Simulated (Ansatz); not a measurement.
Ideal-gas functions of CH4ClInO (`C[O][InH][Cl]`) at 600 K and 1 bar, from an Ansatz frequency run at PBE0-D4/def2-TZVP.

Molar mass 182.31 g/mol, point group Cs (symmetry number 1), electronic degeneracy 1, moments of inertia 130.826, 212.291, 339.947 u Å². Harmonic wavenumbers (cm⁻¹, unscaled): 62, 100, 115, 241, 349, 394, 442, 550, 1117, 1173, 1199, 1476, 1493, 1496, 1922, 3001, 3067, 3068.

Use S(trans) = R[1.5 ln M + 2.5 ln T − 1.1517]; rotational temperatures θ = 24.2544 K / I; S(rot) = R[ln(√π/σ · √(T³/θAθBθC)) + 1.5]; for each mode x = 1.438777 ν̃/T, S = R[x/(eˣ − 1) − ln(1 − e⁻ˣ)] and H = RT x/(eˣ − 1); 1 cm⁻¹ = 0.0119627 kJ/mol; R = 8.31446 J/(mol·K).

Question: By hand: the entropy, in J/(mol·K).

Answer: Translation 188.3. Rotation: θ = 0.1854, 0.1143, 0.0713 K, giving 124.0. Vibration, mode by mode: 24.17, 20.21, 19.05, 12.99, 10.03, 9.09, 8.21, 6.59, 2.23, 2.01, 1.91, 1.12, 1.09, 1.08, 0.47, 0.05, 0.04, 0.04, in all 120.4. Electronic 0.0. Sum 432.7 J/(mol·K).

Question: By hand: H − E and G − E in kJ/mol, counted from the electronic energy.

Answer: Zero-point energy ½ × 21265 × 0.0119627 = 127.2; thermal vibration 33.0; translation, rotation and pV give 4 RT = 20.0. H − E = 180.2 kJ/mol, and G − E = 180.2 − 600 × 432.7/1000 = -79.4 kJ/mol.

Vibration gives 28 % of the entropy, 63.4 J/(mol·K) of it from the modes under 150 cm⁻¹: soft modes count most, and the harmonic formula is weakest for them. The sum counts one conformer and one mirror image; others add a mixing term.
